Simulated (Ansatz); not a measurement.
**Abstraction of F: SnH3F + SiH2(CH3)(SiH2) → SnH3 + CH7FSi2**

Species: SnH3F `[F][SnH3]`, singlet; SiH2(CH3)(SiH2), doublet; SnH3 `[SnH3]`, doublet; CH7FSi2 `C[SiH2][SiH2]F`, singlet. A radical takes F: the energy is the difference in strength between the Sn–F bond broken and the Si–F bond made.

Shapes, held fixed at every level: PBE0-D4/def2-TZVP. Flexible molecules stand in one conformer, not always the lowest. Programs: Ansatz 0.2.0. The zero-point and thermal change to 298 K, harmonic and unscaled (PBE0-D4/def2-TZVP), is +1.8 kJ/mol.

| level | kind | ΔH(298 K) (kJ/mol) | less CCSD(T)/def2-TZVPP |
| --- | --- | --- | --- |
| MP2/def2-TZVPP | perturbation theory | -120.6 | -2.8 |
| HF/def2-TZVPP | Hartree–Fock | -124.4 | -6.6 |
| B3LYP-D4/def2-TZVPP | global hybrid | -116.0 | +1.8 |
| BHLYP-D4/def2-TZVPP | global hybrid | -122.5 | -4.7 |
| PBE0-D4/def2-TZVPP | global hybrid | -110.4 | +7.4 |
| CCSD/def2-TZVPP | coupled cluster or CI | -120.3 | -2.5 |
| CCSD(T)/def2-TZVPP | coupled cluster or CI | -117.8 | 0.0 |

The highest level, CCSD(T)/def2-TZVPP, gives ΔH(298 K) = -117.8 kJ/mol; the levels span -124.4 to -110.4. The column of differences is taken from that level and isn't an error. No measured value is set beside it here. Open shells run unrestricted. For atoms past krypton def2 sets carry core potentials with scalar relativity. Outer-core shells of Sn are correlated in most correlated rows, in sets that cover them unevenly.
